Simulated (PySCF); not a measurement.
**Ag(2+) (silver, charge +2): UHF calculation**

Configuration: [Kr] 4d9, 2D determinant. Computed with PySCF 2.14 in aug-cc-pwCVDZ-PP with ECP28MDF (6s6p5d3f, 70 functions), with a scalar-relativistic core potential.

| Quantity | Value |
| --- | --- |
| Total energy | -145.096371 hartree |
| One-electron energy | -246.0877 hartree |
| Hartree (Coulomb) energy | 113.8084 hartree |
| Exchange energy | -12.8171 hartree |
| ⟨S²⟩ | 0.7524 |
| ⟨L²⟩ | 6.025 |
| Sum of ⟨r⟩ | 19.77 bohr |
| Sum of ⟨r²⟩ | 26.94 bohr² |
| Traceless quadrupole moment −½Σ⟨3z² − r²⟩ along its main axis | -0.564 e·bohr² |

```
shell  electrons  mean orbital energy (eV)  spread (eV)  rms radius, mean of both spins (bohr)
 4s α          1                   -142.37            0                                  0.981
 4s β          1                   -140.15            0                                  0.981
 4p α          3                   -100.16        1.926                                   1.07
 4p β          3                   -97.447        1.307                                   1.07
 4d α          5                   -36.621        2.229                                   1.42
 4d β          4                   -35.427        1.714                                   1.42
```

Energies and moments cover only the electrons outside the core potential.
